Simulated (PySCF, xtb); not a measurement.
CdS, SMILES [S]=[Cd].

Harmonic wavenumbers (cm⁻¹) from GFN2-xTB in xtb at its own minimum, in rising order: 389.

### Question
What does B3LYP-D3(BJ)/def2-TZVPD in PySCF give at its own minimum? (Estimate from the structure and the level; the computed values follow.)

### Answer
360. Paired by order, the mean absolute difference is 29 cm⁻¹ and the zero-point energies are 0.6 and 0.5 kcal/mol.
